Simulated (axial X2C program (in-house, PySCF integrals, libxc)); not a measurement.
**GaCl: cheaper levels and CCSD(T), two-component**

All values were computed with an in-house relativistic program for diatomic molecules. Two-component (2c) means X2C with spin–orbit coupling and atomic mean-field two-electron Coulomb and Gaunt terms. Basis: Ga dyall-cv3z [9s9p7d4f1g], Cl dyall-av3z [9s8p3d2f] (cores contracted in-house); Gaussian nuclei, density fitting, unrestricted open shells. Masses: Ga 68.926 u, Cl 34.969 u.

State: Ω = 0 (closed shell); fragments Ga + Cl.

```csv
level,Re (Å),ωe (cm⁻¹),De (eV)
PBE0,2.218,357.5,n/a
HF,2.232,354.1,n/a
MP2,2.231,358.6,4.84
CCSD,2.232,356.9,4.54
PBE,2.239,344.5,n/a
```

Correlated methods: 10 electrons correlated (number of frozen shells: Ga 3 s, 2 p, 1 d; Cl 2 s, 1 p), 258 virtual spin orbitals or spinors in MP2, 90 natural virtuals in coupled cluster.

CCSD(T), same Hamiltonian and basis:

Re = 2.235 Å, ωe = 355.7 cm⁻¹, De = 4.65 eV; T1 = 0.010 (Lee–Taylor normalisation).

**Question.** Give the differences from CCSD(T) in the columns below.

**Answer.** 

```tsv
level	ΔRe (Å)	Δωe (cm⁻¹)	ΔDe (eV)
PBE0	-0.017	2	n/a
HF	-0.003	-2	n/a
MP2	-0.004	3	0.19
CCSD	-0.003	1	-0.11
PBE	0.004	-11	n/a
```

The state is a single determinant with fixed occupations, the lowest that a limited PBE0 search found. Closed shells are restricted here (equal orbitals for both partners); the stretched side of such a curve lies too high. De is counted from the lowest determinant-based energies of the atoms at the same level, without counterpoise correction. De is not given where an atomic determinant may have missed its ground term or J level, or where the truncated virtual space spoils (T). Coupled cluster ran in a truncated set of natural virtual spinors; the MP2 energy of the rest was added. (T) has no such correction and the atoms are truncated less, which lowers De at CCSD(T) by a hundredth of an eV or more. The functionals have no current-density term, which raises determinants with orbital currents, atoms included. With the outer-core shells frozen, correlated bond lengths of heavy atoms tend to come out a few hundredths of an ångström too long.
